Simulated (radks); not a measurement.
Excited configurations of Bi XXIV: one electron is placed in a higher orbital outside [Kr] 4d10 4f13. The ground configuration is [Kr] 4d10 4f13 5s1. Method: Dirac Kohn-Sham, PBE, spin-unpolarised, spherical densities, finite nucleus; open shells are shared between the two j in proportion to 2j + 1; Fermi nuclear charge, rms radius 5.5211 fm; computed with a radial shooting solver on a logarithmic mesh with Libxc functionals. Excitation = E - E(ground); binding = E(ion) - E, where the ion is the core of charge +24; n* = 24/sqrt(2 binding) in atomic units. These energies are relativistic, and a one-electron ion of charge +24 with no core already has n* below n in this formula (Dirac formula, point nucleus, mean over j: 5p 4.992, 5d 4.996, 5f 4.998, 6s 5.986, 6p 5.992, 6d 5.996, 6f 5.998, 7s 6.986, 7p 6.991, 7d 6.996, 7f 6.997). The quantum defect is therefore taken as that value minus n*, so that it holds no relativistic shift of the bare ion. Eigenvalue and <r> are those of j = l + 1/2.

outer orbital,excitation (eV),binding (eV),n*,quantum defect,<r> (bohr)
5p,75.576,605.97,3.596,1.396,0.8117
5d,172.92,508.62,3.925,1.071,0.8734
5f,273.29,408.26,4.381,0.617,0.9588
6s,280.24,401.31,4.419,1.567,1.238
6p,315.56,365.98,4.627,1.364,1.340
6d,362.39,319.16,4.955,1.041,1.443
6f,411.62,269.93,5.388,0.609,1.580
7s,414.89,266.65,5.421,1.565,1.854
7p,434.51,247.04,5.632,1.359,1.985
7d,461.07,220.48,5.962,1.034,2.127
7f,489.46,192.09,6.387,0.610,2.315

The Delta-SCF ionisation energy is 681.55 eV (NIST Atomic Spectra Database: 690 eV, theoretical). Self-interaction in the functional shifts the binding energies and quantum defects, so they are the method's values and not measured ones. Spin polarisation and multiplet splitting are left out, so open shells lie too high by an amount that depends on their filling. Sharing an open shell by 2j + 1 raises it above the true ground level by a part of the spin-orbit splitting, which enters the differences from NIST.

Beside tabulated values, note that spin-unpolarised runs miss the spin-polarisation part of the exchange energy of open shells.
